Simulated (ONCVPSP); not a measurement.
**Configuration tests for Cr (Z = 24) (ONCV)**

```
Element                 : chromium
Generator               : ONCVPSP 4.0.1
Type                    : optimised norm-conserving Vanderbilt (ONCV)
Functional              : PBE
Relativity              : scalar-relativistic
Frozen core             : [Ne]
Valence charge          : 14
Reference configuration : 3s2 3p6 3d5 4s1
Partial waves           : 3s+4s: rc 1.60 bohr, ncon 4, nbas 9, qcut 9.8 1/bohr, 2 projectors; 3p: rc 1.05 bohr, ncon 5, nbas 9, qcut 7.2 1/bohr, 2 projectors, debl 0.9 Ha; 3d: rc 2.15 bohr, ncon 3, nbas 7, qcut 8.7 1/bohr, 2 projectors, debl 0.4 Ha; f scattering state at 0.35 Ha: rc 2.35 bohr, ncon 4, nbas 9, qcut 4.9 1/bohr, 1 projector
Local potential         : polynomial inside 0.65 bohr (lpopt 5, dvloc0 4 Ha)
Core correction         : Teter function, fcfact 5, rcfact 1.25
```

In the p channel the program set the typed energies aside and used -1.670, 0.250 Ha.

Energies are relative to the spin-unpolarised reference configuration 3s2 3p6 3d5 4s1; without spin polarisation the order of configurations can differ from experiment. Not all tests gave a result: 1 of 4 tests not solved or not reliable.

```json
{"valence configuration": "3s2 3p6 3d5 4s0", "charge": "+1", "ΔE all-electron (eV)": "6.902", "error AE − PS (meV)": "+7.0"}
{"valence configuration": "3s2 3p6 3d4 4s0", "charge": "+2", "ΔE all-electron (eV)": "22.954", "error AE − PS (meV)": "+13"}
{"valence configuration": "3s2 3p6 3d5 4s0 4p1", "charge": "0", "ΔE all-electron (eV)": "3.122", "error AE − PS (meV)": "+1.8"}
```

Note: no bound ghost flagged; GHOST(+) flagged for f at 26.3 eV, s at 237.2 eV.
